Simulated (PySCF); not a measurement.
## V: ionisation energy

V [Ar] 3d3 4s2 (4F) → V⁺ [Ar] 3d4 (5D), as a difference of total energies. Calculation: PySCF 2.14, in pcseg-2 (6s4p3d2f1g, 56 functions); no relativity, point nucleus. Correlated levels: valence: [Ar] frozen. The calculations carry no spin-orbit coupling.

```json
{"method": "UHF", "ionisation energy (eV)": "5.991", "difference from reference (eV)": "-0.741"}
{"method": "PBE", "ionisation energy (eV)": "6.112", "difference from reference (eV)": "-0.620"}
{"method": "MP2 (valence)", "ionisation energy (eV)": "6.305", "difference from reference (eV)": "-0.427"}
{"method": "SCS-MP2 (valence)", "ionisation energy (eV)": "6.798", "difference from reference (eV)": "+0.066"}
```

Reference: 6.732 eV (measured; NIST levels, between the centres of gravity of the two terms).

These non-relativistic numbers lack the scalar-relativistic shift.

Errors of the correlated levels include the incompleteness of this basis and the frozen core.
